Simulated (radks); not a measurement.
Results of a calculation; reference values are marked as such.
Dynamic dipole polarisability and lines of the krypton ion Kr25+, [Ne] 3s1. Code: a radial shooting solver on a logarithmic mesh with Libxc functionals. Model: scalar-relativistic Kohn-Sham, exchange-only LDA, spin-polarised, spherical densities, finite nucleus; open shells are filled with parallel spins first; Fermi nuclear charge, rms radius of each element as measured or else 0.836 A^(1/3) + 0.57 fm. Time-dependent linear response with the Hartree and adiabatic exchange-only LDA kernel, continuum included through the Sternheimer equations, no spin-orbit coupling, so fine structure and intercombination lines are absent. Lines are the poles of the dipole polarisability below minus the highest occupied eigenvalue, found on a grid refined at the orbital gaps; the lowest seven at most are given, and weak or close lines can be missed. The first line takes the name of the lowest orbital gap if no other gap lies below it; otherwise a line is named after a gap within 0.6 % of it, if that gap stands alone.

photon energy (eV),alpha (bohr^3)
0,0.04876
58.321,0.1964
136.08,-0.01278
213.84,-0.002936
291.61,-0.0002731
369.37,0.0009865
447.13,0.002029
524.89,0.004218
602.65,-0.007704
680.41,-0.0002744
758.17,0.001155
835.94,-0.0004997
913.70,0.001757
991.46,0.001950
1069.2,0.001720
1147.0,0.001192

Lines (eV, oscillator strength): 66.915 (18.53 nm, 3s-3p), f = 0.282; 582.30 (2.129 nm, 3s-4p), f = 0.288; 810.56 (1.530 nm, 3s-5p), f = 0.0822; 929.25 (1.334 nm, 3s-6p), f = 0.0366; 999.09 (1.241 nm, 3s-7p), f = 0.0199; 1043.7 (1.188 nm, 3s-8p), f = 0.0122; 1073.9 (1.155 nm, unassigned), f = 0.00805. Higher lines, where found, are left out when the end of the mesh affects them. Those listed give 97 % of the static polarisability (sum of f/w^2). Orbital energy gaps for comparison: 3s-3p 63.152 eV; 3s-4p 583.98 eV; 3s-5p 811.04 eV; 3s-6p 929.42 eV; 3s-7p 999.15 eV.
